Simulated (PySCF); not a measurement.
## Working out the ionisation energy of N(2+)

N(2+) [He] 2s2 2p1 (2P) → N(3+) [He] 2s2 (1S). Computed with PySCF 2.14 in aug-cc-pVDZ, with the non-relativistic Hamiltonian (point nucleus). Frozen: 1s2. Energies in hartree (1 hartree = 27.21139 eV):

| part | N(2+) (lower) | N(3+) (upper) |
| --- | --- | --- |
| UHF | -52.807269 | -51.068545 |
| MP2 opposite-spin | -0.043764 | -0.046338 |
| MP2 same-spin | -0.002350 | 0.000000 |

Problem. What does Hartree-Fock give?

Solution. (-51.068545) − (-52.807269) = 1.738724 hartree = 47.313 eV.

Problem. What do MP2 and SCS-MP2 (6/5 opposite-spin, 1/3 same-spin) give?

Solution. The opposite-spin parts differ by -0.070 eV and the same-spin parts by 0.064 eV. MP2: 47.313 + (-0.070) + (0.064) = 47.307 eV. SCS-MP2: 47.313 + 1.2 × (-0.070) + (0.064)/3 = 47.250 eV.

A first-order spin-orbit estimate adds 0.013 eV to MP2 (valence), giving 47.320 eV against 47.445 eV (semi-empirical (NIST evaluation); NIST Atomic Spectra Database, ionization energies).

A double-zeta basis recovers only part of the correlation energy.

What remains against the reference includes basis incompleteness, the frozen core and correlation beyond second order.
